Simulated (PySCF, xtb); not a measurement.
Zn(OH) (HOZn), SMILES [OH][Zn+], charge +1.

Harmonic wavenumbers (cm⁻¹) from GFN2-xTB run with xtb 6.7.1 at its own minimum, in rising order: 524, 841, 3101.

Problem. What does B3LYP-D3(BJ)/def2-TZVP (PySCF) give at its own minimum? (The exact figures need the calculation; the answer reports its results.)

Solution. 660, 902, 3712. Paired by order, the mean absolute difference is 269 cm⁻¹ and the zero-point energies are 6.4 and 7.5 kcal/mol.
